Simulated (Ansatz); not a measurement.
# Reading a saddle point

A first-order saddle point of Si$_{2}$NH$_{9}$O$_{2}$F$_{2}$, closed shell, PBE0-D4/def2-TZVP, with one imaginary mode of 1332i cm⁻¹:

```xyz
16
angstrom
Si -0.7251 0.7188 -0.3182
Si 1.1416 -1.0131 -1.1225
F -1.1093 0.2063 -1.8262
F -2.1166 0.2847 0.3652
O -0.5705 2.3140 -0.6704
H -0.0815 -0.5461 1.7066
N 0.1311 0.8179 1.2907
H 0.0586 -1.3108 0.3068
O -0.2108 -1.6224 1.5248
H 2.3320 -1.5669 -0.4117
H 0.7496 -1.9120 -2.2329
H 1.6083 0.2894 -1.6935
H -0.8738 2.5554 -1.5485
H 1.1166 1.0440 1.2086
H -0.2943 1.5532 1.8494
H -1.1559 -1.8122 1.5719
```

Ansatz 0.2.0; basis: def2-TZVPP and def2-QZVPP; cores frozen in the correlated methods. Extrapolation: Hartree–Fock as exp(−7.88 √X), correlation as X^−2.97.

(1) Which contacts change along the imaginary mode, and what lies on either side? (A judgement: the text doesn't fix the answer.)

(2) Which side is lower, and how far does the saddle lie above each? (An estimate is asked for; the value comes from the calculation.)

The T1 diagnostic stays at or below 0.013.

Results:

(1) Computed: The step is Si₂H₄OF₂ ([OH][Si]([F])([F])[SiH3]) + H₂O + NH₃ → SiNH₃OF₂ ([NH2][Si]([OH])([F])[F]) + SiH₄ + H₂O, with the molecules in contact on both sides. Shortening one way: Si1–N7, Si2–H8, H6–O9; lengthening the same way: Si1–Si2, H6–N7, H8–O9.
```
   pair  one side (Å)  saddle (Å)  other side (Å)
 Si1–N7          2.07        1.83            1.69
 Si2–H8          3.65        1.82            1.48
  H6–O9          1.98        1.10            0.97
Si1–Si2          2.35        2.67            4.06
  H6–N7          1.02        1.44            2.12
  H8–O9          0.96        1.29            3.36
```

(2) By the calculation: The side with Si1–N7, Si2–H8, H6–O9 short is lower by 46.5 kJ/mol; the saddle lies 276.2 kJ/mol above it and 229.8 kJ/mol above the other (CCSD(T) at an estimated basis limit (MP2 extrapolated from triple and quadruple zeta, plus CCSD(T) − MP2 in triple zeta); electronic energies).

Labels in which every atom is bracketed show which atoms are joined, not bond orders.

For scale, one of the runs: CCSD(T)/def2-TZVPP, 365 basis functions, launched by `ansatz run in.yaml --threads 5 --pin off --events-out ev --progress --plain --max-ram 66560MiB --backend cuda --devices 0, --max-vram 37GiB`. The run took 45 s on 5 CPU threads of an AMD EPYC 7R13 and a share of one NVIDIA H100 (shared host), with 0.86 GiB of host memory at its peak.
